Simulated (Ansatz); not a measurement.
(1) Predict a relaxed structure of Pb3Se2, charge 0, singlet, at r2SCAN-D4/def2-SVP (Ansatz).

Answers

(1) 
Cartesian coordinates in Å:
```
Pb -0.895 0.370 -1.581
Pb -1.087 -1.604 0.844
Pb 1.585 1.398 0.034
Se 1.295 -1.302 -0.555
Se -0.897 1.138 1.257
```
Point group C2v (tolerance 0.1 Å). This is one stationary point.

In the def2 sets Pb takes a core potential; there is no spin–orbit coupling. The restricted singlet is unstable towards broken spin symmetry in Hartree–Fock (as tested in another run); at r2SCAN-D4/def2-SVP this wasn't settled. The structure comes from a short search, and lower isomers may exist.
